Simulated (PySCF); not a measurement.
SMILES FC(F)(F)[SiH2]CC=C (GFN2-xTB optimised geometry):

```
15

C      2.268    -1.748    -1.027
C      1.652    -1.191    -0.002
C      1.104     0.198     0.000
Si    -0.796     0.198     0.000
C     -1.308     2.080     0.000
F     -0.869     2.741    -1.092
F     -0.821     2.756     1.063
F     -2.644     2.254     0.029
H      2.644    -2.756    -0.988
H      2.428    -1.214    -1.949
H      1.502    -1.748     0.913
H      1.476     0.740    -0.874
H      1.462     0.727     0.889
H     -1.396    -0.338     1.221
H     -1.392    -0.347    -1.218
```

Computed with PBE0/def2-TZVP in PySCF.

What are the frontier orbital energies and the dipole moment?

HOMO-2 -10.14 eV, HOMO-1 -9.35 eV, HOMO -7.59 eV, LUMO -0.27 eV, LUMO+1 0.31 eV; dipole moment 2.66 D.

Meta-Löwdin charges at PBE0/def2-TZVP: C1 -0.28, C2 -0.10, C3 -0.44, Si4 0.61, C5 0.57, F6 -0.28, F7 -0.28, F8 -0.28, H9 0.13, H10 0.12, H11 0.12, H12 0.14, H13 0.14, H14 -0.08, H15 -0.08.
